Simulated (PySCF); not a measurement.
BGeH5O2S. Atoms are numbered in the order given.

```xyz
10

Ge     1.3560     0.6092     0.0087
S      0.0042    -1.1283    -0.3091
B     -1.6467    -0.3739     0.0874
O     -2.6628    -1.1980     0.4359
O     -1.9108     0.9536     0.0473
H      0.7773     1.8377    -0.7311
H      1.4801     0.9385     1.5041
H      2.7130     0.2322    -0.5963
H     -2.3915    -2.1151     0.5306
H     -1.2133     1.4895    -0.3413
```

Geometry optimised at PBE0-D3(BJ)/def2-SVP. This is a generated structure with no PubChem entry under its InChIKey; it may be hypothetical. The values are those of a single conformer.

Computed with B3LYP/pcSseg-1 run with PySCF.

GIAO shieldings, no solvent; atoms listed in one row are averaged. δ = σ(ref) − σ: ⁷³Ge against GeH4 (σ = 1631.8 ppm); ³³S against H2S (σ = 695.8 ppm); ¹¹B against BF3 (σ = 86.3 ppm); ¹⁷O against H2O (σ = 333.8 ppm); ¹H against TMS (σ = 31.68 ppm), references at their B3LYP-D3(BJ)/def2-TZVP geometries, non-relativistic.

Computed chemical shifts:
| nucleus | atoms | count | δ (ppm) |
|---|---|---|---|
| ⁷³Ge | Ge1 | 1 | 169.7 |
| ³³S | S2 | 1 | -26.2 |
| ¹¹B | B3 | 1 | 17.1 |
| ¹⁷O | O4 | 1 | 147.2 |
| ¹⁷O | O5 | 1 | 137.9 |
| ¹H | H6, H7, H8 | 3 | 4.85 |
| ¹H | H10 | 1 | 4.50 |
| ¹H | H9 | 1 | 4.12 |
